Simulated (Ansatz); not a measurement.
Input and output for `CS[Si](F)(Cl)Cl`.

```yaml
crystal:
  periodic: [false, false, false]
  atoms:
    - {symbol: C, position_ang: [0.043649, -1.271290, 0.927426]}
    - {symbol: S, position_ang: [1.221204, -0.516654, -0.237737]}
    - {symbol: Si, position_ang: [0.051633, 1.075318, -0.913782]}
    - {symbol: F, position_ang: [-1.261154, 0.568918, -1.643046]}
    - {symbol: Cl, position_ang: [1.148959, 2.142906, -2.234635]}
    - {symbol: Cl, position_ang: [-0.606800, 2.270065, 0.594119]}
    - {symbol: H, position_ang: [-0.214046, -0.573626, 1.722688]}
    - {symbol: H, position_ang: [-0.852759, -1.611187, 0.411747]}
    - {symbol: H, position_ang: [0.557713, -2.130551, 1.356021]}
basis:
  gaussian: {orbitals: ANO-RCC-VTZP, nuclear_model: gaussian}
hamiltonian: {xc: {name: r2SCAN}, dispersion: d3bj}
accuracy: high
scf: {lower_state_search: full}
```

```sh
$ ansatz run in.yaml --threads 4 --pin off --events-out ev --progress --plain --max-ram 10444MiB
```

Output, abridged:

```
Warning: the engine holds no damping parameters fitted to this dispersion correction and functional, so the run takes those fitted to r2scan beside the three-body term, which d3bj leaves out (hamiltonian.dispersion, under Limitations)
Functional definition: r2SCAN
4408 factors; integrals over basis functions are off by at most 4.0e-9 eV
mean field evaluation 1: about -47685.1577 eV, gradient 5.9e1 eV
mean field evaluation 2: about -47685.1542 eV, gradient 5.9e1 eV
mean field evaluation 4: about -47691.6611 eV, gradient 1.5e1 eV
mean field evaluation 8: about -47692.0565 eV, gradient 2.5e-1 eV
mean field evaluation 16: about -47692.0557 eV, gradient 2.0e-4 eV
mean field -47692.05573016 eV, -1752.6507212469 hartree, gradient 2.2e-8 eV, S^2 0.000000; 0 other end points of the search recorded, 0 dependent functions left out
reference -47692.05573196 eV, -1752.6507213129 hartree; 41, 41 occupied and 197, 197 virtual orbitals, 4408 factors
Total energy: -47692.14311159 eV, -1752.6539324552 hartree
Relativity: scalar
```

Hardware: 4 threads of an Arm Neoverse V2 on a shared host. Wall time 95 s, peak host memory 1.9 GiB.
